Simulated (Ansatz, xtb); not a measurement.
# C4H6BrF: which of two isomers lies lower

Structure a is `F[C@@H]1CC[C@H]1Br`, a singlet and structure b is `F[C@@H]1CC[C@@H]1Br`, a singlet. Both are isolated molecules in the gas phase, relaxed with B3LYP/def2-SVP.

**Question.** Which of the two would you expect CCSD(T)/def2-SVP + ΔMP2/def2-TZVPP electronic energies to favour?

**Answer.** Structure a; the calculation gives E(b) − E(a) = +10.9 kJ/mol.

Level by level:

```tsv
level	geometry	E(b) − E(a) (kJ/mol)	departure from the last row (kJ/mol)	job, with rough time for the two
GFN2-xTB	GFN2-xTB	+14.4	+3.5	optimisation, 0.77 s
HF/STO-3G	GFN2-xTB	+6.1	−4.9	single point, 2 s
r2SCAN-D4/def2-SVP	GFN2-xTB	+7.1	−3.8	single point, 12 s
B3LYP/def2-SVP	B3LYP/def2-SVP	+11.5	+0.6	optimisation, 2.6 min
HF/def2-SVP	B3LYP/def2-SVP	+11.9	+1.0	part of the CCSD(T) run
MP2/def2-SVP	B3LYP/def2-SVP	+10.4	−0.6	part of the CCSD(T) run
CCSD(T)/def2-SVP	B3LYP/def2-SVP	+9.6	−1.4	single point
CCSD(T)/def2-SVP + ΔMP2/def2-TZVPP	B3LYP/def2-SVP	+10.9		single point, 3.2 min
```

As drawn, both hold the same kinds of bond in the same numbers.

None of the levels shown reverses the order. The largest departure from CCSD(T)/def2-SVP + ΔMP2/def2-TZVPP is that of HF/STO-3G, 4.9 kJ/mol. The last row adds to CCSD(T) the change of the MP2 difference between the two basis sets, here +1.4 kJ/mol.

With thermal terms from frequencies at re-optimised GFN2-xTB minima (ideal gas, soft modes damped towards free rotors, one conformer each, 298.15 K, 1 atm): on the last row, ΔE + ΔZPE = +10.9, ΔH = +10.9, ΔG = +11.0 kJ/mol.

The correlated steps freeze 14 core orbitals; the filled d shell of Br is correlated, in a basis made for valence electrons. Programs: Ansatz 0.2.0, xtb 6.7.1; the last row on 2 threads of Intel(R) Xeon(R) Processor @ 2.50GHz (Skylake/Cascade Lake) on a shared host.
